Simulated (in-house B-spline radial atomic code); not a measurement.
## RPA and G0W0 on B3LYP (VWN-RPA): Si⁷⁺

Configuration [He] 2s2 2p3, highest spin, mean-field start B3LYP (VWN-RPA). Computed with a B-spline radial code for spherical atoms: all electrons, scalar-relativistic (spin-free one-electron X2C), finite nucleus, each spin shell either full or empty, empty states to l = 9 with an (l + 1/2)⁻⁴ tail; G0W0 by contour deformation at full frequency.

Command:
```bash
python run_gw.py task.json out
```
Settings (radii: box in bohr, nucleus in fm):
```
Z                        14
electrons                7
configuration            [He] 2s2 2p3
hamiltonian              x2c
method                   b3lyp
lmax                     9
rms_radius               3.1224
spin_polarised           True
box_radius               8.41
intervals                68
```

Run time, properties included: 1.4 s on 1 thread of Arm Neoverse V1, with other jobs on the host.

Energies (hartree):

| term | value |
| --- | --- |
| mean-field total | -263.41556 |
| Hartree-Fock functional on these orbitals | -263.22539 |
| direct second order | -0.42142 |
| second-order exchange | 0.20316 |
| SOSEX correction | 0.18502 |

Task: What is the RPA correlation energy, and what remains with SOSEX?

Result: RPA gives -0.38265 hartree (-1.49 eV per electron); RPA + SOSEX gives -0.19763, and the second-order doubles -0.21826 hartree (no singles). SOSEX takes back 48 % of the RPA value.

Quasi-particle levels (eV):

| level | occupied | mean field | Σx - vxc | Σc | QP weight | G0W0 |
| --- | --- | --- | --- | --- | --- | --- |
| 2p up | yes | -286.50 | -19.15 | ? | ? | ? |
| 2s down | yes | -309.53 | -11.36 | -3.12 | 0.975 | -324.02 |
| 1s down | yes | -2020.53 | -69.82 | 15.16 | 0.927 | -2075.20 |
| 2p down | no | -262.57 | 20.25 | -4.19 | 0.981 | -246.50 |

G0W0 = mean field + (Σx - vxc) + Σc, with Σc (partial-wave tail included) taken at the quasi-particle energy. Levels of low weight are left out.

Task: Where does G0W0 put 2p up?

Result: At -303.95 eV, with Σc = 1.70 eV and a quasi-particle weight of 0.975. The tabulated removal energy is 303.59 ± 0.05 eV (NIST, semi-empirical); the calculation leaves out spin-orbit coupling, Breit and QED terms, and what these don't explain is the method's own error.
